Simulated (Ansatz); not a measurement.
Reaction (substitution at a C–C bond): `CC(C)(C)CC(C)(C)C` + `[NH2][Ga]([Cl])[Cl]` → `C[NH][Ga]([Cl])[Cl]` + `CC(C)CC(C)(C)C`

Computed with Ansatz on PBE0-D4/def2-TZVP structures; ΔE is electronic, products minus reactants. CBS: MP2 limit from def2 TZ/QZ plus the TZ coupled-cluster correction, frozen cores. DFT in def2-TZVPP. For Ga outer-core shells are correlated without core-valence functions, which leaves a few kJ/mol of doubt a bond. Scalar relativity is left out up to krypton. One conformer a species, not always the lowest.

```csv
level,ΔE (kJ/mol)
PBE0-D4,30.4
CAM-B3LYP,24.1
```

Q: What does CCSD(T)/CBS give? (Estimate.)

A: The calculation gave: +36.9 kJ/mol. The listed levels differ from it by -6.5, -12.8 kJ/mol.

Largest T1 diagnostic among the species: 0.012.

At CCSD(T), def2-SVP lies −9.0 kJ/mol from the extrapolated value and def2-TZVPP −0.6 kJ/mol. From BLYP to BHLYP (50 % exact exchange), in def2-TZVPP and without D4, ΔE moves by +8.6 kJ/mol. In def2-TZVPP, CCSD(T) changes the Hartree–Fock value by +17.7 kJ/mol (the triples alone add +2.3 kJ/mol) and MP2 by +22.7 kJ/mol.

CCSD(T)/CBS has its own doubt, a few kJ/mol and more with outer-core shells, so smaller differences from it don't rank the levels.
